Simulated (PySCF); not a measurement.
# Te (tellurium, neutral) across methods

[Kr] 4d10 5s1 5p5, high-spin 3P determinant (an excited configuration). All numbers are calculated (PySCF 2.14, the spin-free X2C one-electron Hamiltonian (Gaussian nucleus), in x2c-TZVPPall (8s6p4d2f, 60 functions)).

| method | E (hartree) | mean ε 5s α (eV) | mean ε 5p α (eV) | mean ε 5p β (eV) | Σ⟨r²⟩ (bohr²) | ⟨S²⟩ |
| --- | --- | --- | --- | --- | --- | --- |
| UHF | -6790.48618 | -23.930 | -11.186 | -7.594 | 64.15 | 2.024 |
| PBE | -6792.91 | -16.386 | -6.983 | -5.749 | 62.99 | 2.004 |
| BP86 | -6794.12 | -16.538 | -7.097 | -5.921 | 63.00 | 2.004 |
| wB97M-V | -6792.88 | -21.121 | -10.251 | -8.415 | 63.19 | 2.006 |
| MN15 | -6797.86 | -19.074 | -8.713 | -7.005 | 62.64 | 2.005 |
| B97-3 | -6792.96 | -18.546 | -8.224 | -6.475 | 63.22 | 2.008 |
| LDA | -6787.00 | -16.585 | -7.082 | -5.930 | 62.82 | 2.002 |
| PBE0 | -6792.99 | -18.486 | -8.226 | -6.514 | 63.07 | 2.006 |
| r2SCAN | -6793.36 | -17.269 | -7.464 | -5.872 | 63.16 | 2.010 |
